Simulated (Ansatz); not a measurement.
C5H14ClNO2Ti (`CC[O][Ti]([Cl])([O]C)[N](C)C`). The species carries charge 0 and has multiplicity 1. Correlated methods include outer-core shells of Ti, which these sets cover unevenly. Scalar relativity is left out up to krypton.

```xyz
24

C    -1.7571    0.6213   -2.5949
C    -0.5570    1.4772   -2.2544
O    -0.0162    1.1491   -1.0091
Ti   -0.1421    0.3812    0.5846
Cl   -1.1447    1.8286    1.9867
O    -1.0897   -1.1107    0.6212
C    -2.1902   -1.9562    0.5649
N     1.5800    0.0241    1.2079
C     2.7296    0.8061    0.8290
C     1.8701   -0.9954    2.1836
H    -2.5508    0.7604   -1.8567
H    -1.4822   -0.4359   -2.6147
H    -2.1523    0.8925   -3.5769
H    -0.8359    2.5377   -2.2408
H     0.2262    1.3548   -3.0123
H    -1.8984   -2.9695    0.8591
H    -2.9731   -1.6060    1.2455
H    -2.5992   -1.9932   -0.4504
H     2.4600    1.5468    0.0741
H     3.1495    1.3384    1.6933
H     3.5210    0.1674    0.4122
H     0.9727   -1.5694    2.4212
H     2.6322   -1.6940    1.8103
H     2.2477   -0.5553    3.1166
```

Problem. Give the diagnostics of a CCSD(T)/def2-TZVPP run (frozen core, the Gaussian-basis code of Ansatz). (An estimate is asked.)

Solution. Computed: T1 = 0.0214, largest single amplitude 0.051, largest double 0.020, (T) share of the correlation energy 4.6 %, 15 CCSD cycles. The RHF solution is stable towards an unrestricted one. T1 lies over the customary mark of 0.02 for closed shells; compounds of d metals often pass it without a breakdown.
